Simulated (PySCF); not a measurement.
## Pb⁷²⁺ (lead, charge +72): Hartree-Fock from Schrödinger to Dirac-Coulomb-Breit

Occupied: 1s1/2, 2s1/2, 2p1/2, 2p3/2. Hartree-Fock calculated with PySCF 2.14 in an even-tempered Gaussian basis (18 s from 20 bohr⁻², ratio 2.3; 16 p from 23 bohr⁻², ratio 2.3), Gaussian nucleus throughout. NR is non-relativistic, sf-X2C the spin-free one-electron X2C Hamiltonian, X2C adds the bare one-electron spin-orbit term, X2C-SNSO screens it by Boettger's factors, DC is four-component Dirac-Coulomb, and the Gaunt and Breit terms are added at first order (total energies over the DC spinors, levels after relaxing the spinors in that mean field). QED terms are absent. Levels marked empty are virtual spinors of this ion.

```json
{"Hamiltonian": "NR", "E (hartree)": "-12743.6009", "E − E(DC) (hartree)": "1196.0035", "CPU seconds": "0.5"}
{"Hamiltonian": "sf-X2C", "E (hartree)": "-13901.8022", "E − E(DC) (hartree)": "37.8021", "CPU seconds": "0.39"}
{"Hamiltonian": "X2C", "E (hartree)": "-13933.3276", "E − E(DC) (hartree)": "6.2767", "CPU seconds": "0.39"}
{"Hamiltonian": "X2C-SNSO", "E (hartree)": "-13931.6550", "E − E(DC) (hartree)": "7.9493", "CPU seconds": "0.39"}
{"Hamiltonian": "DC", "E (hartree)": "-13939.6043", "E − E(DC) (hartree)": "0.0000", "CPU seconds": "18"}
{"Hamiltonian": "DC+Gaunt", "E (hartree)": "-13919.5869", "E − E(DC) (hartree)": "20.0174", "CPU seconds": "30"}
{"Hamiltonian": "DC+Breit", "E (hartree)": "-13921.2936", "E − E(DC) (hartree)": "18.3108", "CPU seconds": "84"}
```

```csv
level (eV),NR,sf-X2C,X2C,X2C-SNSO,DC,DC+Gaunt,DC+Breit
1s1/2,-86233.7,-95423.5,-95393.2,-95394.8,-95519.7,-95187.8,-95209.4
2s1/2,-19768.1,-22456.4,-22448.8,-22449.2,-22468.4,-22430.8,-22433.5
2p1/2,-19341.0,-20246.4,-21938.9,-21887.8,-21903.7,-21837.8,-21844.0
2p3/2,-19341.0,-20246.4,-19606.3,-19620.9,-19633.4,-19591.4,-19597.7
3s1/2 (empty),-8306.4,-9163.3,-9161.9,-9162.0,-9166.6,-9156.5,-9157.8
3p1/2 (empty),-8159.9,-8529.8,-8986.7,-8973.1,-8977.3,-8960.1,-8962.4
3p3/2 (empty),-8159.9,-8529.8,-8353.5,-8357.5,-8360.2,-8349.2,-8351.5
```

```csv
interval (eV),X2C,X2C-SNSO,DC,DC+Gaunt,DC+Breit
2p3/2 − 2p1/2,2333,2267,2270,2246,2246
3p3/2 − 3p1/2,633.2,615.6,617.2,610.9,610.9
```

Weight of the small component: 1s1/2 0.0979, 2s1/2 0.0232, 2p1/2 0.0232, 2p3/2 0.0206, 3s1/2 0.00922, 3p1/2 0.00915, 3p3/2 0.00847.

Koopmans' value for the highest occupied level at DC+Breit: 19597.7 eV, against an ionisation energy of 19590 ± 70 eV (theoretical estimate listed by NIST; NIST Atomic Spectra Database, ionization energies); the former lacks relaxation, correlation, QED and recoil.

The whole ladder took 140 s of wall time on 1 thread of Neoverse-V1 (shared host), launched as `OMP_NUM_THREADS=1 python relrun2.py TASK.json OUT` (a driver that calls PySCF for each Hamiltonian).
